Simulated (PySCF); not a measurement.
GeOF, SMILES [O]=[Ge][F], multiplicity 2.

Geometry optimised at B3LYP-D3(BJ)/def2-TZVP.

Level of theory: PySCF 2.14.0 with B3LYP-D3(BJ)/def2-TZVP.

Frequencies are harmonic and unscaled.

```tsv
mode	ν (cm⁻¹)	IR (km/mol)	moving atoms (share of kinetic energy)
1	176	9.3	O 43 %, F 35 %, Ge 22 %
2	648	78.3	F 74 %, Ge 15 %, O 11 %
3	728	32.2	O 73 %, Ge 21 %
```
